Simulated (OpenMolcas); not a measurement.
## F+: the spin-orbit constant, worked from levels

```
Program             : OpenMolcas 26.06
Basis               : ANO-RCC-VQZP [5s4p3d2f1g]
Scalar Hamiltonian  : DKH2, point nucleus
Active space        : 6 electrons in 4 orbitals (2s 2p)
State averaging     : 2S+1 = 3 even, 3 roots; 2S+1 = 1 even, 6 roots; 2S+1 = 3 odd, 3 roots; 2S+1 = 1 odd, 3 roots
Spin-orbit coupling : RASSI with atomic mean-field integrals over the reference wave functions, term energies averaged over their components
```

Methods: CASSCF; SS-CASPT2, IPEA 0.25 Eh, imaginary shift 0.1 Eh (closed shells correlated: 1s). Measured levels: NIST Handbook of Basic Atomic Spectroscopic Data.

**The spin-orbit constant.** For the Hund term ³P of p4, E(J) = (A/2) J(J+1) + constant and ζ = -2S·A = -2A. From J = 0 to J = 2 the energy changes by 3 A.

| Source | E(2) - E(0) | A | ζ |
| --- | --- | --- | --- |
| CASSCF | -473.7 | -157.9 | 316 |
| SS-CASPT2 | -474.1 | -158.0 | 316 |
| measured | -489.7 | -163.2 | 326 |

All in cm-1. SS-CASPT2 is off by -3.2 % and CASSCF by -3.3 %. Both methods take the spin-orbit matrix elements from the reference wave functions, so the second can move ζ only through the term energies and any multistate remixing. Second-order mixing with other terms is absorbed into this ζ.

Without dynamic correlation excited terms often stand tens of per cent too high (terms of higher spin than the ground term too low), and those without a measured partner can miss by more than the paired ones (holds for CASSCF). Computed and measured levels are paired by configuration, term and J; levels that our copy of the source lacks, or whose pairing is in doubt (as where it misses far off the trend of its configuration), stay unpaired and out of the deviations. Levels of configurations outside the active space are missing.
